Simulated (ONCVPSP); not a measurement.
**What one change does to a pseudopotential (Ti, ONCV)**

| Quantity | Value |
| --- | --- |
| Element | Ti |
| Generator | ONCVPSP 4.0.1 |
| Type | optimised norm-conserving Vanderbilt (ONCV) |
| Functional | PBE |
| Relativity | fully relativistic |
| Frozen core | [Ne] |
| Valence charge | 12 |
| Reference configuration | 3s2 3p6 3d2 (charge +2) |
| Partial waves | 3s: rc 1.00 bohr, ncon 3, nbas 6, qcut 8.1 1/bohr, 2 projectors, debl 1.7 Ha; 3p: rc 1.40 bohr, ncon 3, nbas 7, qcut 10.3 1/bohr, 2 projectors, debl 2.8 Ha; 3d: rc 2.00 bohr, ncon 4, nbas 9, qcut 6.9 1/bohr, 2 projectors, debl 2 Ha |
| Local potential | polynomial inside 0.90 bohr (lpopt 5, dvloc0 4 Ha) |
| Core correction | Teter function, fcfact 4.75, rcfact 1.65 |

Open shells are filled in proportion to 2j + 1.

In the s channel the program set the typed energies aside and used -2.886, 0.250 Ha.

All-electron outer shells of the reference configuration (PBE, scalar-relativistic, ld1.x):

```csv
shell,level (eV),outermost node (bohr),outermost maximum (bohr)
3s,-78.55,0.40,0.87
3p,-54.77,0.37,0.90
3d,-19.68,–,0.97
```

Change: local potential polynomial inside 0.90 bohr (lpopt 5, dvloc0 -2 Ha).

Cutoffs: the cutoffs (Ha) at which the residual kinetic energy of the hardest occupied pseudo-wave falls to 1 and 0.1 mHa per electron; they do not see the model core or the augmentation charge, which bear on the density cutoff. Errors are all-electron minus pseudo energies relative to the spin-unpolarised reference configuration.

Task: What does the change do?

Result: The potential gets neither clearly harder nor softer (32 Ha and 89 Ha → 32 Ha and 89 Ha); the errors of the 4 common tests hardly move; neither file shows a bound ghost.

```csv
quantity,base,changed
"cutoff, loose",32 Ha,32 Ha
"cutoff, tight",89 Ha,89 Ha
bound ghosts,none,none
GHOST(+) flags under 300 eV,none,none
"error for 3s2 3p6 3d2 4s2, meV [ΔE -20.92 eV]",+2.4,+2.6
"error for 3s2 3p6 3d2 4s1, meV [ΔE -13.57 eV]",+0.1,+0.2
"error for 3s2 3p6 3d1, meV [ΔE 26.95 eV]",+173,+173
"error for 3s2 3p6 3d3, meV [ΔE -13.52 eV]",+39,+40
s: phases at 1.02 bohr within 0.05 rad from the reference energy up to (Ha; the scan ends near 5),to the end of the scan,to the end of the scan
p3/2: phases at 1.42 bohr within 0.05 rad from the reference energy up to (Ha; the scan ends near 5),to the end of the scan,to the end of the scan
p1/2: phases at 1.42 bohr within 0.05 rad from the reference energy up to (Ha; the scan ends near 5),to the end of the scan,to the end of the scan
d5/2: phases at 2.03 bohr within 0.05 rad from the reference energy up to (Ha; the scan ends near 5),to the end of the scan,4.2
d3/2: phases at 2.03 bohr within 0.05 rad from the reference energy up to (Ha; the scan ends near 5),to the end of the scan,4.2
"rms error of d²Exc/dni dnj with the model core, mHa",6.16,6.16
```
